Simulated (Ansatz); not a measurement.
`CCCCCC(C)(C)C` + CH₄ → `CCCCC` + `CC(C)(C)C`  (formal exchange of groups at a C–C bond)

Gas-phase electronic energies from Ansatz, PBE0-D4/def2-TZVP geometries. CBS: MP2 limit from def2 TZ/QZ plus the TZ coupled-cluster correction, frozen cores. This one scheme is used for every species. Functionals use def2-TZVPP. One conformer a species, not always the lowest.

`CCCCCC(C)(C)C`:

```xyz
29

C     3.105    0.188    1.084
C     2.018   -0.219    2.064
C     0.820    0.726    2.084
C     0.103    0.900    0.749
C    -0.464   -0.396    0.195
C    -1.271   -0.295   -1.108
C    -2.501    0.590   -0.922
C    -0.406    0.262   -2.236
C    -1.730   -1.701   -1.486
H     2.754    0.150    0.049
H     3.448    1.209    1.276
H     3.972   -0.473    1.158
H     2.440   -0.262    3.074
H     1.685   -1.237    1.839
H     1.155    1.710    2.433
H     0.100    0.368    2.830
H    -0.704    1.627    0.889
H     0.789    1.349    0.024
H    -1.105   -0.856    0.959
H     0.354   -1.106    0.024
H    -3.112    0.593   -1.829
H    -3.124    0.228   -0.100
H    -2.227    1.626   -0.708
H     0.496   -0.341   -2.373
H    -0.956    0.259   -3.181
H    -0.097    1.291   -2.039
H    -2.357   -2.134   -0.702
H    -0.874   -2.366   -1.635
H    -2.311   -1.689   -2.413
```

CH₄:

Z-matrix (Å, degrees):
```
C
H 1 1.090
H 1 1.090 2 109.5
H 1 1.090 2 109.5 3 -120.0
H 1 1.090 2 109.5 3 120.0
```

`CCCCC`:

Z-matrix (Å, degrees):
```
C
C 1 1.519
H 1 1.094 2 111.1
H 1 1.092 2 111.7 3 -120.2
H 1 1.094 2 111.1 3 119.5
C 2 1.521 1 112.7 3 -60.0
H 2 1.095 1 109.3 3 62.5
H 2 1.097 1 109.6 3 178.4
C 6 1.523 2 114.5 1 -177.1
H 6 1.098 2 109.2 1 60.1
H 6 1.096 2 108.6 1 -55.0
C 9 1.521 6 114.1 2 -65.1
H 9 1.095 6 108.8 2 172.9
H 9 1.097 6 109.1 2 57.7
H 12 1.092 9 111.9 6 63.4
H 12 1.094 9 110.9 6 -56.8
H 12 1.092 9 111.2 6 -176.6
```

`CC(C)(C)C`:

```xyz
17

C    -1.105    1.045    0.122
C     0.000    0.000    0.000
C     1.186    0.409    0.869
C     0.447   -0.100   -1.456
C    -0.528   -1.355    0.464
H    -1.444    1.139    1.158
H    -0.754    2.028   -0.206
H    -1.970    0.777   -0.491
H     1.995   -0.324    0.800
H     0.894    0.487    1.920
H     1.584    1.379    0.559
H     1.240   -0.844   -1.573
H     0.832    0.859   -1.815
H    -0.385   -0.391   -2.103
H     0.245   -2.125    0.387
H    -1.380   -1.673   -0.143
H    -0.856   -1.312    1.506
```

```
          level  ΔE (kJ/mol)
         PBE-D4          2.0
         B2PLYP         -4.0
         r2SCAN         -1.6
CCSD/def2-TZVPP          1.6
```

What does CCSD(T)/CBS give? (An estimate is asked.)

Ansatz gave: +4.2 kJ/mol. The listed levels differ from it by -2.2, -8.2, -5.8, -2.6 kJ/mol.

Largest T1 diagnostic among the species: 0.009.

The D4 term adds +12.7 kJ/mol with B3LYP and +8.2 kJ/mol with PBE0; it sums over pairs of atoms, weighted by their polarisabilities, and B3LYP, whose exchange is more repulsive, gets the larger term. In def2-TZVPP, CCSD(T) changes the Hartree–Fock value by +19.9 kJ/mol (the triples alone add +3.2 kJ/mol) and MP2 by +22.1 kJ/mol.

B3LYP here is the variant with VWN-RPA as its local correlation; programs differ in this.
